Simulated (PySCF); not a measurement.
Working out the ionisation energy of Cr

Cr [Ar] 3d5 4s1 (7S) → Cr⁺ [Ar] 3d5 (6S). Calculation: PySCF 2.14, in 6-31G* (5s4p2d1f, 34 functions); no relativity, point nucleus. Frozen: [Ar]. Energies in hartree (1 hartree = 27.21139 eV):

```
             part    Cr (lower)   Cr⁺ (upper)
              UHF  -1043.189426  -1042.988815
MP2 opposite-spin      0.000000      0.000000
    MP2 same-spin     -0.055883     -0.049076
```

Question: What does Hartree-Fock give?

Answer: (-1042.988815) − (-1043.189426) = 0.200611 hartree = 5.459 eV.

Question: What do MP2 and SCS-MP2 (6/5 opposite-spin, 1/3 same-spin) give?

Answer: The opposite-spin parts differ by 0.000 eV and the same-spin parts by 0.185 eV. MP2: 5.459 + (0.000) + (0.185) = 5.644 eV. SCS-MP2: 5.459 + 1.2 × (0.000) + (0.185)/3 = 5.521 eV.

Measured between the centres of the two terms (NIST): 6.767 eV, so MP2 (valence) is off by -1.123 eV.

The calculation is non-relativistic.

What remains against the reference includes basis incompleteness, the frozen core and correlation beyond second order.
